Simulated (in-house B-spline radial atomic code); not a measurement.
How numerical settings move a run on the technetium ion Tc⁴⁺, [Kr] 4d3. Computed with an all-electron radial atomic-structure program (B-spline basis): Dirac-Hartree-Fock, average of configuration, Fermi nucleus of rms radius 4.41117 fm.

Command:
```bash
python run_scf.py task.json out
```
Settings of the sound reference run:
```
Z                43
electrons        39
configuration    [Kr] 4d3
hamiltonian      dirac
method           hf
spin_polarised   False
nucleus          fermi
rms_radius       4.41117
mass_number      97
atomic_mass      96.90636
speed_of_light   137.036
knot_spacing     0.22
spline_order     8
gauss_points     12
box_radius       12.77
max_iterations   70
damping          0.5
damped_steps     3
diis_vectors     10
tolerance        1e-08
start            Thomas-Fermi
```

Cost of the run: 1.8 s on 1 thread of Arm Neoverse N1, with other jobs on the host.

It converges in 10 iterations to -4280.894426 hartree, with 4d5/2 at -55.9071 eV. The other runs change the listed settings, some to values that make no sense; their results aren't properties of the atom or ion. Radii are in bohr (the nuclear one in fm), a minus after a letter asks for a j subshell, and «unchanged» means within 1e-8 hartree. The run stops when the residual is below 10 × tolerance × max(1, Z/10), or a noise floor if that is larger, and the energy moves by less than 1e-8 × √|E| hartree; so very loose and very tight tolerances often act alike.

```tsv
changed settings	outcome
spline_order = 4	converged in 10 iterations, energy +2.02e-03 hartree from the reference, 4d5/2 level -3.6e-04 eV
spline_order = 4, gauss_points = 5, max_iterations = 60, damped_steps = 1, start = bare nucleus	converged in 10 iterations, energy +2.02e-03 hartree from the reference, 4d5/2 level -3.5e-04 eV
electrons = 47, configuration = [Kr] 4d3 6s2 6p6, max_iterations = 50	converged in 13 iterations to -4281.5969 hartree, a different physical problem (warning: 6s1/2 has a positive eigenvalue: unbound, held by the box)
electrons = 42, configuration = [Kr] 4d3 5s3, max_iterations = 75	stopped with error: shell 5s holds at most 2 electrons
spline_order = 3	converged in 9 iterations, energy +1.17e-01 hartree from the reference, 4d5/2 level -1.3e-02 eV
spline_order = 7	converged in 10 iterations, energy +2.13e-07 hartree from the reference
knot_spacing = 0.3, first_knot = 0.000233, max_iterations = 100, diis_vectors = 4, tolerance = 1e-13	converged in 11 iterations, energy +2.32e-04 hartree from the reference
spline_order = 10	converged in 10 iterations, energy -2.88e-08 hartree from the reference
spline_order = 7, max_iterations = 75, tolerance = 0.0001	converged in 8 iterations, energy +2.15e-07 hartree from the reference, 4d5/2 level -2.5e-04 eV
start = bare nucleus	converged in 11 iterations, energy unchanged, 4d5/2 level +5.5e-07 eV
box_radius = 51.08, max_iterations = 75, damping = 0	converged in 9 iterations, energy unchanged, 4d5/2 level +3.5e-06 eV
```

(1) What happens with spline_order = 5?

(2) What happens with spline_order = 6?

(3) What happens with damping = 0.8?

(4) What happens with method = revtpss,revtpss?

Answers

(1) Converged in 10 iterations, energy +6.36e-05 hartree from the reference, 4d5/2 level -1.5e-05 eV.

(2) Converged in 10 iterations, energy +3.17e-06 hartree from the reference, 4d5/2 level -8.1e-07 eV.

(3) Converged in 10 iterations, energy unchanged, 4d5/2 level -9.7e-07 eV.

(4) Stopped with error: meta-GGAs are not served with the Dirac Hamiltonian.
